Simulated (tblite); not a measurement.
Species: C5H7NOSi.
Geometry (GFN2-xTB, Å), atoms numbered from 1 in this order:
```xyz
15
C5H7NOSi angstrom
Si    -2.834   -0.016   -0.058
O     -1.359   -0.395   -0.638
C     -0.103   -0.146   -0.234
C      0.959   -0.640   -0.990
C      2.251   -0.381   -0.570
C      2.437    0.359    0.588
N      1.434    0.830    1.309
C      0.200    0.586    0.912
H     -3.637   -0.666   -1.081
H     -3.022   -0.578    1.279
H     -3.011    1.436   -0.010
H      0.754   -1.210   -1.883
H      3.096   -0.749   -1.132
H      3.426    0.588    0.958
H     -0.594    0.988    1.528
```

Level: GFN2-xTB in tblite, geometry and Hessian alike; calculated harmonic values, unscaled, isolated species. This tight-binding method is rough: wavenumbers can miss measured ones by several per cent, in bad cases by 10 to 20. Modes of hydrogen on silicon can be 10 to 20 % off. One conformer, not necessarily the lowest.

Harmonic wavenumbers (cm⁻¹): 58.3, 122.3, 128.8, 222.9, 358.5, 377.5, 474.3, 480.9, 597.6, 602.1, 643.4, 682.9, 736.0, 755.8, 788.1, 802.1, 822.5, 888.7, 902.8, 922.5, 949.8, 1013.3, 1089.0, 1126.0, 1189.8, 1253.7, 1278.6, 1288.4, 1412.3, 1450.4, 1561.5, 1576.4, 2247.4, 2271.1, 2348.8, 3050.4, 3070.4, 3086.1, 3098.1.

A = 5124, B = 1039, C = 872.7 MHz; mass 125.030 u (most abundant isotopes); point group Cs, symmetry number 1.

Zero-point energy?

½Σν̃ = 22865 cm⁻¹ = 273.52 kJ/mol.

What is S at 400 K and 1 bar for an ideal gas of classical rigid rotors and harmonic oscillators?

Translation 175.18, rotation 123.44, vibration 118.04: S = 416.7 J/(mol K).

And Cp and H(400 K) − H(0)?

Cp = 172.88 J/(mol K), of which vibrations give 139.63 (their classical limit is 39 R = 324.3); H(400 K) − H(0) = 39.46 kJ/mol without the zero-point energy, 26.15 from vibrations.

What must be added to the electronic energy to get the Gibbs energy at 400 K and 1 bar?

ZPE + [H(400 K) − H(0)] − T·S = 273.52 + 39.46 − 166.67 = 146.31 kJ/mol.

Which modes carry the vibrational entropy at 400 K?

58.3 cm⁻¹: 21.32; 122.3 cm⁻¹: 15.21; 128.8 cm⁻¹: 14.79; 222.9 cm⁻¹: 10.37; 358.5 cm⁻¹: 6.75; 377.5 cm⁻¹: 6.38 J/(mol K); the other 33 give 43.23 together.

Blend soft modes into free rotors: weight 1/[1 + (100 cm⁻¹/ν̃)⁴] for the oscillator and the rest for a rotor with moment μB/(μ + B), μ = h/(8π²ν), B = 10⁻⁴⁴ kg m². What vibrational entropy results?

111.16 J/(mol K) in place of 118.04, which changes −T·S at 400 K by +2.76 kJ/mol.

Hindered rotation and anharmonicity are outside this model. Other conformers, if any are populated, would add a mixing term that is left out.
